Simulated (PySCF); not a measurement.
PySCF 2.14 output of an unrestricted r2SCAN calculation on a single atom or ion in aug-cc-pCVQZ-DK, with scalar relativity by spin-free X2C-1e:

```
SCF conv_tol = 1e-09
number electrons alpha = 5  beta = 4
    J. W. Furness, A. D. Kaplan, J. Ning, J. P. Perdew, and J. Sun.,  J. Phys. Chem. Lett. 11, 8208-8215 (2020)
    J. W. Furness, A. D. Kaplan, J. Ning, J. P. Perdew, and J. Sun.,  J. Phys. Chem. Lett. 11, 9248-9248 (2020)
    J. W. Furness, A. D. Kaplan, J. Ning, J. P. Perdew, and J. Sun.,  J. Phys. Chem. Lett. 11, 8208-8215 (2020)
    J. W. Furness, A. D. Kaplan, J. Ning, J. P. Perdew, and J. Sun.,  J. Phys. Chem. Lett. 11, 9248-9248 (2020)
cycle= 1 E= -99.0579046404536  delta_E= -0.00425  |g|= 0.0402  |ddm|= 0.174
cycle= 2 E= -99.057933169733  delta_E= -2.85e-05  |g|= 0.0411  |ddm|= 0.0796
cycle= 3 E= -99.0583646934092  delta_E= -0.000432  |g|= 0.00509  |ddm|= 0.0431
cycle= 4 E= -99.0583765436993  delta_E= -1.19e-05  |g|= 0.000665  |ddm|= 0.00852
cycle= 5 E= -99.0583767417892  delta_E= -1.98e-07  |g|= 4.49e-05  |ddm|= 0.00117
cycle= 6 E= -99.0583767423304  delta_E= -5.41e-10  |g|= 1.93e-06  |ddm|= 4.48e-05
converged SCF energy = -99.0583767423304  <S^2> = 0.75695873  2S+1 = 2.0069467
```

The run itself started from symmetry-adapted Hartree-Fock orbitals and held the occupation by maximum overlap, on a logarithmic radial grid, so the iterations belong to that start.

Task: Which element, charge and spin multiplicity is this?

Result: F (fluorine, neutral), multiplicity 2; the state was [He] 2s1 2p6, 2S determinant (an excited configuration).
